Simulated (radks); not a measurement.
Values are calculated unless marked as measured or tabulated.
Q: All-electron atom: Gd II in [Xe] 4f7 5d1 6s1. Level of theory: scalar-relativistic Kohn-Sham, PBEsol, spin-unpolarised, spherical densities, point nucleus (a radial shooting solver on a logarithmic mesh with Libxc functionals). Some entries of the table are withheld. Estimate them.

orbital  occ.  eigenvalue (eV)  <r> (bohr)  r(max) (bohr)
1s          2        -50090.43     0.02191        0.01392
2s          2        -8276.228     0.09330        0.07902
2p          6        -7366.293     0.08238        0.06395
3s          2        -1839.501      0.2445         0.2243
3p          6        -1557.663      0.2431         0.2201
3d         10        -1185.520      0.2212         0.1800
4s          2        -375.3516      0.5529         0.5156
4p          6              (1)      0.5853         0.5381
4d         10        -153.9520      0.6361         0.5588
5s          2         -56.1259       1.332          1.195
5p          6         -33.6260       1.558          1.355
4f          7         -15.0850      0.8643         0.5666
6s          1          -9.2972       3.644          3.210
5d          1          -8.4344       2.553            (2)

A: 
(1) 4p eigenvalue (eV): -282.4396
(2) 5d r(max) (bohr): 1.924
